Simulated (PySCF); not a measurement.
Molecule: `C[P+]([BH3-])(C)C`, C$_{3}$H$_{12}$BP.

Molfile (atoms numbered from 1):
```
C3H12BP
     RDKit          3D

 17 16  0  0  0  0  0  0  0  0999 V2000
   -0.3392    1.6307   -0.6338 B   0  0  0  0  0  0  0  0  0  0  0  0
    0.1922   -0.0048    0.1830 P   0  0  0  0  0  0  0  0  0  0  0  0
    0.3944   -1.3884   -0.9842 C   0  0  0  0  0  0  0  0  0  0  0  0
   -0.9825   -0.6267    1.4279 C   0  0  0  0  0  0  0  0  0  0  0  0
    1.7842    0.0872    1.0632 C   0  0  0  0  0  0  0  0  0  0  0  0
   -1.4135    1.3850   -1.1695 H   0  0  0  0  0  0  0  0  0  0  0  0
   -0.4257    2.4324    0.2890 H   0  0  0  0  0  0  0  0  0  0  0  0
    0.5541    1.8964   -1.4292 H   0  0  0  0  0  0  0  0  0  0  0  0
    0.7024   -2.3143   -0.4764 H   0  0  0  0  0  0  0  0  0  0  0  0
   -0.5595   -1.5542   -1.5052 H   0  0  0  0  0  0  0  0  0  0  0  0
    1.1490   -1.1115   -1.7344 H   0  0  0  0  0  0  0  0  0  0  0  0
   -1.9607   -0.7754    0.9485 H   0  0  0  0  0  0  0  0  0  0  0  0
   -1.1004    0.1324    2.2146 H   0  0  0  0  0  0  0  0  0  0  0  0
   -0.6449   -1.5726    1.8765 H   0  0  0  0  0  0  0  0  0  0  0  0
    1.7129    0.8576    1.8444 H   0  0  0  0  0  0  0  0  0  0  0  0
    2.5651    0.3934    0.3524 H   0  0  0  0  0  0  0  0  0  0  0  0
    2.0585   -0.8754    1.5195 H   0  0  0  0  0  0  0  0  0  0  0  0
  1  2  1  0
  2  3  1  0
  2  4  1  0
  2  5  1  0
  1  6  1  0
  1  7  1  0
  1  8  1  0
  3  9  1  0
  3 10  1  0
  3 11  1  0
  4 12  1  0
  4 13  1  0
  4 14  1  0
  5 15  1  0
  5 16  1  0
  5 17  1  0
M  CHG  2   1  -1   2   1
M  END
```

Geometry PBE0-D3(BJ)/def2-SVP throughout; GIAO in PySCF 2.14, gas phase, one conformer, non-relativistic; equivalent atoms averaged; functional PBE0.

For orientation, def2-TZVP gives these shifts δ (against BF3·OEt2, H3PO4, TMS at the same level): B1 -45.6, P2 -13.6, C3/C4/C5 15.2, H9/H10/H11/H12/H13/H14/H15/H16/H17 1.11, H6/H7/H8 0.86 ppm.

A run gave: B1 -42.8, P2 -13.0, C3/C4/C5 12.7, H9/H10/H11/H12/H13/H14/H15/H16/H17 1.10, H6/H7/H8 0.94 ppm (shifts δ (against BF3·OEt2, H3PO4, TMS at the same level)).

**Question.** Which basis set was used in that run?
A. STO-3G
B. 6-31G
C. def2-SVP
D. 6-311+G(2d,p)
E. 6-31G*

**Answer.** E. P2 tells them apart best: 6-31G* gives -13.0, 6-31G gives -86.9, def2-SVP gives -26.0, STO-3G gives -68.0, 6-311+G(2d,p) gives -19.8 ppm.
